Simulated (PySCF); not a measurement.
Compound: C5H6BBrO.
Bonds: C1–B2, B2–C3, B2–C4, C4–C5 (double), C5–Br6, C5–C7, C7–O8 (double), C4–C7. Hydrogens: H9, H10, H11 on C1; H12, H13, H14 on C3.

Method: PBE0-D3(BJ)/def2-SVP geometry optimisation, gas phase in PySCF; density fitting, grid level 2; the optimiser is geomeTRIC in internal coordinates, started from a GFN2-xTB structure.

Step 1: E = -78019.2600 eV
```
atom  x, y, z in Å  |  force x, y, z in eV/Å
C1     -1.0278   -1.3078    0.6918   -0.083  -0.066   0.068
B2     -0.4756   -0.0361   -0.0390    0.127  -0.032   0.023
C3     -1.4064    1.0276   -0.7073   -0.101   0.064  -0.055
C4      1.0542    0.1711   -0.0315   -0.101   0.012   0.024
C5      2.3122   -0.0607   -0.4523    0.141   0.047  -0.017
Br6     3.2502   -0.9921   -1.7514    0.009  -0.013  -0.044
C7      2.2163    0.7554    0.6797   -0.094  -0.051   0.084
O8      2.6057    1.4141    1.5966    0.014   0.017  -0.074
H9     -0.3203   -1.8026    1.3715    0.005   0.011  -0.010
H10    -1.2806   -2.0385   -0.1030    0.017   0.048   0.008
H11    -1.9706   -1.1097    1.2274   -0.002   0.013  -0.042
H12    -0.9684    1.5506   -1.5704    0.033  -0.016   0.020
H13    -1.5983    1.8057    0.0592    0.026  -0.045  -0.007
H14    -2.3887    0.6161   -0.9857    0.009   0.011   0.023
```

Step 2: E = -78019.2636 eV
```
atom  x, y, z in Å  |  force x, y, z in eV/Å
C1     -1.0409   -1.3084    0.6966    0.004  -0.011   0.046
B2     -0.4684   -0.0450   -0.0354   -0.004  -0.024   0.024
C3     -1.4010    1.0185   -0.7051   -0.008   0.036  -0.053
C4      1.0600    0.1657   -0.0304    0.012  -0.059   0.011
C5      2.3208   -0.0544   -0.4563    0.026   0.028  -0.040
Br6     3.2606   -0.9662   -1.7707   -0.012   0.007  -0.002
C7      2.2189    0.7565    0.6789   -0.067  -0.012   0.050
O8      2.6072    1.4220    1.5907    0.014   0.018  -0.027
H9     -0.3463   -1.8076    1.3860   -0.004   0.000  -0.001
H10    -1.2899   -2.0354   -0.1010    0.010   0.007  -0.012
H11    -1.9897   -1.0968    1.2153    0.001   0.012  -0.022
H12    -0.9589    1.5376   -1.5679    0.006   0.001   0.004
H13    -1.5843    1.7952    0.0631    0.014  -0.004   0.012
H14    -2.3861    0.6113   -0.9782    0.008   0.001   0.010
```

Step 3: E = -78019.2660 eV
```
atom  x, y, z in Å  |  force x, y, z in eV/Å
C1     -1.0525   -1.3167    0.7088    0.013   0.064  -0.020
B2     -0.4687   -0.0610   -0.0285   -0.049   0.026  -0.003
C3     -1.3858    1.0137   -0.7072    0.035  -0.040   0.009
C4      1.0571    0.1534   -0.0273    0.108  -0.115   0.035
C5      2.3193   -0.0463   -0.4624   -0.043   0.026  -0.038
Br6     3.2566   -0.9258   -1.8012   -0.012   0.008   0.019
C7      2.2096    0.7563    0.6789   -0.021   0.028  -0.026
O8      2.5959    1.4332    1.5827    0.007   0.007   0.028
H9     -0.3706   -1.8146    1.4113   -0.005   0.006   0.003
H10    -1.2903   -2.0434   -0.0916    0.001  -0.029  -0.016
H11    -2.0098   -1.0940    1.2053   -0.008  -0.010   0.008
H12    -0.9295    1.5233   -1.5681   -0.012   0.001  -0.005
H13    -1.5518    1.7918    0.0627   -0.003   0.025   0.016
H14    -2.3775    0.6234   -0.9779   -0.011   0.002  -0.009
```

Q: Estimate the geometry and energy of step 4. (The exact step hangs on the optimiser's Hessian estimate; all steps are aligned on step 3, rigid shifts and turns removed.)

A: E = -78019.2668 eV, largest force 0.132 eV/Å
```
atom  x, y, z in Å  |  force x, y, z in eV/Å
C1     -1.0591   -1.3174    0.7118    0.007   0.031  -0.023
B2     -0.4671   -0.0673   -0.0254   -0.045   0.049  -0.023
C3     -1.3797    1.0098   -0.7062    0.031  -0.018   0.022
C4      1.0594    0.1462   -0.0257    0.047  -0.109   0.058
C5      2.3207   -0.0428   -0.4657   -0.021   0.030  -0.026
Br6     3.2561   -0.9074   -1.8142    0.002  -0.002   0.007
C7      2.2084    0.7561    0.6788   -0.005   0.039  -0.041
O8      2.5931    1.4369    1.5806    0.001  -0.008   0.024
H9     -0.3844   -1.8125    1.4227   -0.002  -0.002   0.008
H10    -1.2887   -2.0478   -0.0886    0.005  -0.017   0.001
H11    -2.0214   -1.0920    1.1973   -0.003  -0.011   0.006
H12    -0.9221    1.5147   -1.5691   -0.011   0.005  -0.008
H13    -1.5380    1.7910    0.0631   -0.003   0.013  -0.001
H14    -2.3749    0.6259   -0.9739   -0.005   0.001  -0.004
```

The energy changes by -0.0008 eV. The first-order estimate −F·Δx gives -0.0011 eV and the mean of the old and new forces, exact on a quadratic surface, -0.0009 eV. The step makes an angle of 83° with the force vector and moves no atom by more than 0.023 Å.

The cost below is that of the whole optimisation. Time: 1.7 min of wall time; peak memory 0.86 GiB. Hardware: Arm Neoverse V2, one thread, on a shared host.
